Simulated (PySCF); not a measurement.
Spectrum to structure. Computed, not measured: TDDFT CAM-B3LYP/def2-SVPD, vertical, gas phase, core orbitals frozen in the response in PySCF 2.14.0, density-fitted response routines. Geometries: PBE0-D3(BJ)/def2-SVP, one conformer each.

| state | E (eV) | f | main configurations (H = HOMO, L = LUMO) |
| --- | --- | --- | --- |
| S1 | 5.92 | 0.022 | H→L (72%), H-1→L+1 (21%) |
| S2 | 5.97 | 0.0069 | H-1→L (61%), H→L+1 (33%) |
| S3 | 6.51 | 0.019 | H→L+1 (39%), H-1→L (19%), H→L+5 (15%) |
| S4 | 6.58 | 0.067 | H-1→L+1 (39%), H→L+2 (26%), H→L+4 (16%) |
| S5 | 6.87 | 0.019 | H→L+2 (22%), H→L+4 (22%), H-1→L+5 (16%) |
| S6 | 6.97 | 0.029 | H-1→L+4 (39%), H-1→L+2 (27%), H→L+5 (18%) |

Question: Which candidate is it?
A. `CC(C)(C)N[SiH2]N`
B. `CN(C)[SiH2]N(C)C`
C. `CN(C)c1ccoc1`
D. `C=Nc1ccoc1`

Answer: B. Its S1 lies at 5.92 eV; the nearest of the others has S1 at 6.31 eV. S1 is HOMO→LUMO (72%), HOMO-1→LUMO+1 (21%). Löwdin shares by element: HOMO nitrogen 54%, silicon 7%, carbon 5% or more (atoms not listed hold the other 34%); LUMO carbon 27% or more, silicon 16% (atoms not listed hold the other 57%). At the same level the other candidates give, for their lowest levels:
- `CN(C)c1ccoc1`: 5.36 eV (f 0.042); 5.45 eV (f 0.059); 6.10 eV (f 0.007); 6.23 eV (f 0.006); 6.54 eV (f 0.015); T1 3.80 eV; HOMO -6.80, LUMO 1.27 eV
- `C=Nc1ccoc1`: 4.42 eV (f 0.043); 5.40 eV (f 0.025); 6.14 eV (f 0.039); 6.44 eV (f 0.195); 6.52 eV (f 0.126); T1 3.34 eV; HOMO -7.84, LUMO 0.04 eV
- `CC(C)(C)N[SiH2]N`: 6.31 eV (f 0.014); 6.47 eV (f 0.032); 6.60 eV (f 0.020); 7.29 eV (f 0.013); 7.47 eV (f 0.002); T1 6.11 eV; HOMO -8.01, LUMO 1.18 eV

Conformer computed: `[CH3:1][N:2]([CH3:3])[SiH2:4][N:5]([CH3:6])[CH3:7]`: C1–N2–Si4–N5 -52°, N2–Si4–N5–C6 -52°.
Triplets come from the Tamm–Dancoff approximation.
